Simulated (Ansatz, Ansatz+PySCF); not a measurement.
```yaml
atoms:
  - { symbol: Ti, position_ang: [0.0000, 0.0000, 0.0000] }
  - { symbol: Cl, position_ang: [1.2441, 1.2441, 1.2441] }
  - { symbol: Cl, position_ang: [1.2441, -1.2441, -1.2441] }
  - { symbol: Cl, position_ang: [-1.2441, 1.2441, -1.2441] }
  - { symbol: Cl, position_ang: [-1.2441, -1.2441, 1.2441] }
```

RHF-MP2 on singlet TiCl4 was run in several spherical basis sets with Ansatz (development build ahead of 0.2.0). Frozen core: 25 orbitals. Caution: other spin multiplicities were not run. Caution for RHF-MP2: no unrestricted run beside it, a lower state can exist.

Rank the basis sets by the total energy that they give, lowest first, with the distance from the lowest.
A. def2-TZVP
B. cc-pVTZ
C. def2-SVP

B (0.00 eV), A (3.03 eV), C (31.42 eV).

Totals follow the description of the cores as much as that of the bonds, so this order isn't one of quality for chemistry.
